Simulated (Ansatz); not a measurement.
Single points on MnCl2.

```yaml
crystal:
  periodic: [false, false, false]
  atoms:
    - {symbol: Mn, position_ang: [-0.004764, -0.002752, -0.000095]}
    - {symbol: Cl, position_ang: [-0.013829, -0.018661, 2.165801]}
    - {symbol: Cl, position_ang: [0.018594, 0.021403, -2.165706]}
basis:
  gaussian: {orbitals: def2-TZVP, initial_orbitals: start.molden}
magnetization: {spin_polarized: true, initial_magnetization: 5}
hamiltonian: {xc: {name: B97M-V}}
scf: {omitted_lower_state_checks: [starts]}
output: {orbitals: {seedname: orbitals}}
```

The file start.molden holds the orbitals of an earlier run on this structure, at another level or in another basis.

```sh
$ ansatz run in.yaml --threads 2 --pin off --events-out ev --progress --plain --max-ram 4352MiB
```

Shortened log:

```
Functional definition: B97M-V
954 factors; their error is unknown
mean field evaluation 1: about -56356.6794 eV, gradient 1.4e1 eV
mean field evaluation 2: about -56356.8263 eV, gradient 2.4e-1 eV
mean field evaluation 4: about -56356.8262 eV, gradient 2.8e-2 eV
mean field -56356.82619579 eV, -2071.0751626664 hartree, gradient 4.5e-5 eV, S^2 8.768616; 0 other end points of the search recorded, 0 dependent functions left out
reference -56356.82624986 eV, -2071.0751646536 hartree; 32, 27 occupied and 87, 92 virtual orbitals, 954 factors
Total energy: -56356.82624986 eV, -2071.0751646536 hartree
Checks for a lower state left out: starts
```

It took 3.7 s on 2 threads of Intel Xeon 6975P-C on a shared host.

The first input with `hamiltonian: {xc: {name: PBE-QIDH}}` and without the key `output` (abridged; 2.4 s):

```
Functional definition: PBE-QIDH
mean field -56340.41227956 eV, -2070.4719623707 hartree, gradient 9.4e-6 eV, S^2 8.767010
15 core orbitals not correlated: weight in the atoms' cores, before any rotation towards them, 1.000 or more for the frozen orbitals, at most 0.000 for the correlated occupied ones
second order -22.25403710 eV of doubles, -0.00000000 eV of singles
Total energy: -56347.83030238 eV, -2070.7445696813 hartree
Checks for a lower state left out: starts
```

The first input with `gaussian: {orbitals: 6-31G, initial_orbitals: start.molden}`, `hamiltonian: {xc: hf}` (abridged; 0.35 s):

```
Functional definition: HF
mean field -56295.11067041 eV, -2068.8071589411 hartree, gradient 2.7e-5 eV, S^2 8.769011
Total energy: -56295.11067041 eV, -2068.8071589411 hartree
Checks for a lower state left out: starts
```

As the first input, with `gaussian: {orbitals: def2-TZVPD, initial_orbitals: start.molden}`, `correlation: {method: ccsd_t}`, `scf: {omitted_lower_state_checks: [starts, cluster_reference]}` and without the key `hamiltonian` (abridged; 18 s):

```
Functional definition: HF
mean field -56301.13997773 eV, -2069.0287318982 hartree, gradient 2.7e-6 eV, S^2 8.768479
15 core orbitals not correlated: weight in the atoms' cores, before any rotation towards them, 1.000 or more for the frozen orbitals, at most 0.000 for the correlated occupied ones
second order -19.90979978 eV of doubles, -0.00000000 eV of singles
cycle   1  -20.31799028 eV  change   -4.1e-1 eV  update   9.6e-2
cycle   2  -20.73932719 eV  change   -4.2e-1 eV  update   2.8e-2
cycle   3  -20.84810889 eV  change   -1.1e-1 eV  update   2.3e-2
cycle   4  -20.84550369 eV  change    2.6e-3 eV  update   1.0e-2
cycle   5  -20.84474245 eV  change    7.6e-4 eV  update   5.1e-3
cycle   6  -20.85001152 eV  change   -5.3e-3 eV  update   1.7e-3
cycle   7  -20.85056934 eV  change   -5.6e-4 eV  update   6.2e-4
cycle   8  -20.85064716 eV  change   -7.8e-5 eV  update   1.8e-4
cycle   9  -20.85070082 eV  change   -5.4e-5 eV  update   6.2e-5
cycle  10  -20.85065839 eV  change    4.2e-5 eV  update   2.5e-5
cycle  11  -20.85067627 eV  change   -1.8e-5 eV  update   1.2e-5
perturbative correction -0.71365713 eV, -0.0262264158 hartree
Total energy: -56322.70431113 eV, -2069.8212065338 hartree
Checks for a lower state left out: starts, cluster_reference
```

The first input with `hamiltonian: {xc: hse06, dispersion: d4}` (abridged; 2.1 s):

```
Functional definition: HSE06
mean field -56355.88628988 eV, -2071.0406217614 hartree, gradient 1.1e-5 eV, S^2 8.765955
Total energy: -56355.94329071 eV, -2071.0427165032 hartree
Checks for a lower state left out: starts
```

First input, but with `hamiltonian: {xc: hf}` (abridged; 0.9 s):

```
Functional definition: HF
mean field -56301.09378092 eV, -2069.0270341969 hartree, gradient 1.9e-5 eV, S^2 8.768589
Total energy: -56301.09378092 eV, -2069.0270341969 hartree
Checks for a lower state left out: starts
```

The first input with `hamiltonian: {xc: {name: r2SCANh}, dispersion: d4}` (abridged; 3.1 s):

```
Functional definition: r2SCANh
mean field -56368.12039074 eV, -2071.4902166754 hartree, gradient 1.9e-5 eV, S^2 8.767885
Total energy: -56368.13733030 eV, -2071.4908391927 hartree
Checks for a lower state left out: starts
```

Geometry: PBE-D4/def2-TZVP.

The 6-31G sets use Cartesian d functions. HSE06 is defined as in plane-wave codes, on full-range PBE exchange. Correlated methods freeze 15 core orbitals; core or outer-core shells of Mn are correlated, in sets that lack core-valence functions.
